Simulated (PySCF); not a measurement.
Isomers of C8H14O, one conformer each; single-point electronic energies without zero-point terms and without any empirical dispersion term.

Level: PBE0/pcSseg-1 in PySCF, non-relativistic, each on one gas-phase PBE0-D3(BJ)/def2-SVP geometry that isn't relaxed in the solvent. The solvent is an IEF-PCM continuum (Bondi radii, 1.10 Å for H, scaled by 1.2). Specific hydrogen bonds and non-electrostatic terms are outside this model.

```tsv
isomer	relative energy, gas (kcal/mol)	dipole (D)
`C1C(CCCC1)C(=O)C`	0.0	2.74
`OC[C@@H]1C[C@H]2CC[C@@H]1C2`	12.1	1.50
```

**Question.** How do the relative energies look in chloroform (ε = 4.711)?

**Answer.** 
```
                       isomer  relative energy, solvent (kcal/mol)  E(solvent) − E(gas) (kcal/mol)  dipole in solvent (D)
           `C1C(CCCC1)C(=O)C`                                  0.0                            -3.4                   3.49
`OC[C@@H]1C[C@H]2CC[C@@H]1C2`                                 12.3                            -3.1                   1.81
```

The order is unchanged. Conformers: `[CH3:1][C:2](=[O:3])[CH:4]1[CH2:5][CH2:6][CH2:7][CH2:8][CH2:9]1` with C1–C2–C4–C5 49°, C2–C4–C5–C6 72°, C4–C5–C6–C7 56°, C5–C6–C7–C8 -56°, C6–C7–C8–C9 54°; `[OH:1][CH2:2][C@@H:3]1[CH2:4][C@H:5]2[CH2:6][CH2:7][C@@H:8]1[CH2:9]2` with H–O1–C2–C3 -69°, O1–C2–C3–C4 58°. `C1C(CCCC1)C(=O)C` gains most from the continuum, and it has the largest gas-phase dipole. The gains span 0.3 kcal/mol, the gas-phase energies 12.1 kcal/mol.
